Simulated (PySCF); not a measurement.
A ladder of Hamiltonians for Pt⁶⁶⁺ (platinum, charge +66)

Occupied: 1s1/2, 2s1/2, 2p1/2, 2p3/2, 3s1/2. Hartree-Fock calculated with PySCF 2.14 in an even-tempered Gaussian basis (16 s from 10 bohr⁻², ratio 2.7; 14 p from 12 bohr⁻², ratio 2.7), Gaussian nucleus throughout. NR is non-relativistic, sf-X2C the spin-free one-electron X2C Hamiltonian, X2C adds the bare one-electron spin-orbit term, X2C-SNSO screens it by Boettger's factors, DC is four-component Dirac-Coulomb, and the Gaunt and Breit terms are added at first order (total energies over the DC spinors, levels after relaxing the spinors in that mean field). QED terms are absent. Levels marked empty are virtual spinors of this ion; the basis has s and p functions only, so 3d, which can lie below the n = 4 levels, is absent.

| level (eV) | NR | sf-X2C | X2C | X2C-SNSO |
| --- | --- | --- | --- | --- |
| 1s1/2 | -77421.2 | -84696.7 | -84674.2 | -84675.5 |
| 2s1/2 | -17432.5 | -19529.2 | -19523.6 | -19523.9 |
| 2p1/2 | -17011.4 | -17701.6 | -19026.0 | -18984.9 |
| 2p3/2 | -17011.4 | -17701.6 | -17186.7 | -17199.1 |
| 3s1/2 | -7298.5 | -7959.9 | -7958.9 | -7959.0 |
| 3p1/2 (empty) | -7051.8 | -7328.3 | -7678.2 | -7667.5 |
| 3p3/2 (empty) | -7051.8 | -7328.3 | -7190.0 | -7193.3 |
| 4s1/2 (empty) | -3935.1 | -4199.0 | -4198.7 | -4198.7 |

**Question.** Where do the four-component calculations put these levels?

**Answer.** 1s1/2: DC -84782.8, DC+Gaunt -84497.8, DC+Breit -84516.7; 2s1/2: DC -19539.7, DC+Gaunt -19507.8, DC+Breit -19510.2; 2p1/2: DC -18996.4, DC+Gaunt -18941.3, DC+Breit -18946.6; 2p3/2: DC -17209.8, DC+Gaunt -17173.7, DC+Breit -17179.0; 3s1/2: DC -7962.8, DC+Gaunt -7954.2, DC+Breit -7955.3; 3p1/2 (empty): DC -7670.5, DC+Gaunt -7656.4, DC+Breit -7658.2; 3p3/2 (empty): DC -7195.6, DC+Gaunt -7186.4, DC+Breit -7188.3; 4s1/2 (empty): DC -4200.1, DC+Gaunt -4196.9, DC+Breit -4197.4 (eV).

| Hamiltonian | E (hartree) | E − E(DC) (hartree) | CPU seconds |
| --- | --- | --- | --- |
| NR | -12039.5390 | 1004.3520 | 0.46 |
| sf-X2C | -13015.7689 | 28.1221 | 0.34 |
| X2C | -13038.3315 | 5.5596 | 0.33 |
| X2C-SNSO | -13037.0882 | 6.8029 | 0.33 |
| DC | -13043.8911 | 0.0000 | 17 |
| DC+Gaunt | -13026.3311 | 17.5600 | 28 |
| DC+Breit | -13027.8638 | 16.0272 | 79 |

Weight of the small component: 1s1/2 0.0876, 2s1/2 0.0206, 2p1/2 0.0205, 2p3/2 0.0184, 3s1/2 0.00805, 3p1/2 0.00795, 3p3/2 0.00739, 4s1/2 0.00387.

Koopmans' value for the highest occupied level at DC+Breit: 7955.3 eV, against an ionisation energy of 7960 ± 40 eV (theoretical estimate listed by NIST; NIST Atomic Spectra Database, ionization energies); the former lacks relaxation, correlation, QED and recoil.

The whole ladder took 130 s of wall time on 1 thread of Neoverse-N1 (shared host), launched as `OMP_NUM_THREADS=1 python relrun2.py TASK.json OUT` (a driver that calls PySCF for each Hamiltonian).

Dirac-Coulomb iterations, started from the X2C spinors:

```
with_ssss True, with_gaunt False, with_breit False
light speed = 137.03599967994
init E= -12938.2843982407
cycle= 1 E= -13043.8882676602  delta_E= -106  |g|=  3.9  |ddm|= 0.243
cycle= 2 E= -13043.8910481939  delta_E= -0.00278  |g|= 0.047  |ddm|= 0.0142
cycle= 3 E= -13043.8910504111  delta_E= -2.22e-06  |g|= 0.00127  |ddm|= 0.000605
cycle= 4 E= -13043.8910504128  delta_E= -1.71e-09  |g|= 6.34e-06  |ddm|= 1.36e-05
```
